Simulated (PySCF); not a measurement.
Basis-set dependence of SnPb at MP2

PySCF, UHF reference; triplet, unpaired electrons π ↑↑; De to Sn + Pb without counterpoise correction. Frozen cores follow the default of each basis and core potential.

| basis | relativity | functions | Re (Å) | ωe (cm⁻¹) | De (eV) | frozen orbitals |
| --- | --- | --- | --- | --- | --- | --- |
| cc-pVDZ-PP | scalar-relativistic core potentials | 46 | 2.850 | 163 | 1.82 | 8 |
| def2-SVP | scalar-relativistic core potentials | 52 | 2.847 | 164 | 1.83 | 8 |
| aug-cc-pVDZ-PP | scalar-relativistic core potentials | 64 | 2.844 | 164 | 1.91 | 8 |

Question: How does each smaller set differ from the one with most functions, aug-cc-pVDZ-PP?

Answer: cc-pVDZ-PP: +0.6 pm, -0.6 % in ωe, -0.09 eV in De; def2-SVP: +0.3 pm, +0.0 % in ωe, -0.08 eV in De. All at MP2; the set with most functions is neither the basis-set limit nor always the best.

Correlated steps freeze 8 core orbitals. Correlated levels converge slowly with the basis: in double zeta they bind strong bonds too weakly, by up to about 1 eV, and carry superposition errors of some tenths. These are scalar-relativistic numbers at best; spin–orbit coupling would shift them, the dissociation energy most. The state is the lowest determinant that a PBE0 search found; another state may lie lower at other levels.
